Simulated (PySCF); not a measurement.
# Electron correlation in Pb⁺ (lead, charge +1)

[Xe] 4f14 5d10 6s2 6p1, 2P determinant. Computed with PySCF 2.14 in x2c-QZVPPall, with scalar relativity by spin-free X2C-1e. Frozen: [Kr] 4d10 4f14; 21 electrons correlated.

MP2 pair energies summed by pair of shells (mhartree):

```
 pair   energy  share (%)
5d-5d  -275.65       44.1
5p-5d  -106.72       17.1
5d-6s   -99.10       15.9
5p-5p   -34.77        5.6
5d-6p   -22.31        3.6
5s-5d   -21.86        3.5
6s-6s   -16.67        2.7
5s-5p   -16.33        2.6
6s-6p   -12.84        2.1
5p-6s   -11.81        1.9
5s-5s    -3.12        0.5
5p-6p    -2.42        0.4
5s-6s    -1.22        0.2
5s-6p    -0.26        0.0
```

Total MP2 correlation energy: -625.08 mhartree.

Same-spin part -215.33 and opposite-spin part -409.75 mhartree; SCS-MP2 scales them by 1/3 and 6/5 to -563.47 mhartree.

This basis was not built for core-valence correlation, so the inner-shell part is incomplete.
